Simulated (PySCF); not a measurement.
Run record: geometry optimisation, `I[Si@H]1CCCO1`.

Computed with PBE0-D3(BJ)/def2-SVP geometry optimisation, gas phase, def2 core potentials past Kr (PySCF 2.14.0). Start geometry: GFN2-xTB. A driver script takes a list of jobs; this job's settings line and coordinates (Å) are shown.

Input:
```
{"job": {"xc": "PBE0", "basis": "def2-SVP", "d3": "d3bj", "grid": 1, "maxiter": 30, "shake": 0.01, "kind": "geom"}, "charge": 0, "multiplicity": 1}
I     -1.146200    -1.150160     3.013040
Si    -0.205710     0.476430     1.418160
C      1.077910    -0.304870     0.270400
C      0.278310    -0.604810    -0.955800
C     -0.820570     0.481210    -1.054270
O     -1.286010     0.796750     0.248100
H      0.159200     1.687860     2.136370
H      1.603580    -1.190830     0.651840
H      1.875200     0.425460     0.054900
H     -0.257720    -1.570630    -0.805330
H      0.821450    -0.653990    -1.862120
H     -0.388380     1.400850    -1.472110
H     -1.705250     0.189840    -1.653510
```

Output:
```
step   0  E = -780.47146697  max force = 0.050756
step   1  E = -780.47737300  max force = 0.006334
step   2  E = -780.47763435  max force = 0.001390
step   3  E = -780.47767779  max force = 0.000684
step   4  E = -780.47770025  max force = 0.000762
step   5  E = -780.47772217  max force = 0.000734
step   6  E = -780.47773270  max force = 0.000571
step   7  E = -780.47773784  max force = 0.000271
optimisation converged
```

Energies in Eh; «max force» is the largest Cartesian gradient component in Eh/bohr.

Task: How much energy does the optimisation release, in kJ/mol?

Result: E(step 0) − E(last step) = 0.006271 Eh, which is 16.5 kJ/mol.

Task: Give the first gradient maximum in eV/Å.

Result: With 1 Eh/bohr = 51.422 eV/Å, 2.610 eV/Å.

In short: final energy -780.47774 Eh after 7 steps; dipole 2.85 D.

Task: Where do the atoms end?

Result: 0.116 Å rms from the input after alignment:
```
atom  x, y, z in Å
I1    -0.9511   -1.8027    2.5225
Si2   -0.1499    0.0779    1.1591
C3     1.2147   -0.4591   -0.0134
C4     0.3566   -0.8595   -1.2230
C5    -0.7960    0.1438   -1.3314
O6    -1.2507    0.4819   -0.0292
H7     0.0737    1.2077    2.0949
H8     1.8602   -1.2691    0.3517
H9     1.8524    0.4125   -0.2441
H10   -0.0552   -1.8688   -1.0553
H11    0.9355   -0.8967   -2.1598
H12   -0.4604    1.0664   -1.8403
H13   -1.6386   -0.2670   -1.9091
```

On Arm Neoverse V1, one thread (shared host), this took 80 s and 0.62 GiB of memory at its peak.
Labels such as C1 count atoms from 1, the log's own numbers from 0.
